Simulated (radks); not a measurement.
Results of a calculation; reference values are marked as such.
Question: Valence configurations of La (all share [Xe]). Level of theory: scalar-relativistic Kohn-Sham, r2SCAN, spin-polarised, spherical densities, finite nucleus; open shells are filled with parallel spins first (spin-orbit coupling, left out, can overturn this in heavy ions); meta-GGA in the generalised Kohn-Sham scheme; Fermi nuclear charge, rms radius 4.855 fm (a radial shooting solver on a logarithmic mesh with Libxc functionals). Order these by energy: 5d2 6s1; 5d1 6s2; 4f0.5 5d0.5 6s2; 5d1 6s1 6p1; 6s1 6p2; 4f0.5 5d1 6s1.5; 5d1.5 6s1 6p0.5.

Answer: From the lowest, in eV above it: 5d2 6s1 0.000; 5d1 6s2 0.285; 4f0.5 5d0.5 6s2 0.381; 4f0.5 5d1 6s1.5 0.646; 5d1.5 6s1 6p0.5 0.752; 5d1 6s1 6p1 1.666; 6s1 6p2 4.025. NIST lists [Xe] 5d1 6s2 as the ground configuration; this level of theory puts 5d2 6s1 lower, by 0.285 eV. The energies are those of spherical high-spin densities, not of single terms. No valid solution was reached for [Xe] 4f1 6s2; [Xe] 4f0.5 5d2 6s0.5; [Xe] 4f1 5d1 6s1.
